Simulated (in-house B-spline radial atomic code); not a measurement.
# Removing one electron from Cl7+

Closed shell [He] 2s2 2p6. Computed with an all-electron radial atomic-structure program (B-spline basis): Koopmans values of Dirac-Hartree-Fock plus a diagonal self-energy, in second order or with its direct term screened (direct RPA, with the hole-particle interaction, or full time-dependent Hartree-Fock), linearised in energy; no-pair Dirac-Coulomb Hamiltonian, finite nucleus. Shifts add to the Koopmans value (the ΔSCF shift is orbital relaxation alone); the final value takes TDHF screening with Breit and QED.

Command:
```bash
python run_mb.py task.json out
```
Settings (nuclear radius in fm, box in bohr, cutoff in hartree):
```
basis_form          2
Z                   17
core_configuration  [He] 2s2 2p6
rms_radius          3.3654
mass_number         35
speed_of_light      137.036
box_radius          8.943
lmax                7
intervals           63
virtual_cutoff      1156.0
```

Cost of the run: 5.8 s on 1 thread of Intel(R) Xeon(R) Platinum 8259CL CPU @ 2.50GHz, on a shared host.

Energies in eV:

| subshell | Koopmans | ΔSCF shift | second order | direct RPA | hole-particle | TDHF | Breit + QED | final |
| --- | --- | --- | --- | --- | --- | --- | --- | --- |
| 2p3/2 | 349.91 | -3.066 | ? | ? | ? | ? | ? | ? |
| 2p1/2 | 351.71 | -3.112 | -1.924 | -0.956 | -1.442 | -1.529 | -0.167 | 350.01 |
| 2s1/2 | 420.18 | -2.313 | -3.398 | -2.037 | -2.810 | -2.930 | -0.178 | 417.07 |

(1) What does the self-energy do to 2p3/2?

Results:

(1) It shifts the removal energy by -1.880 eV in second order, -0.930 with direct RPA, -1.408 with the hole-particle term and -1.493 with TDHF screening (quasi-particle weight 0.988); Breit and QED add -0.099 eV. The final value is 348.31 eV, against 348.306 ± 0.007 eV (NIST, measured).
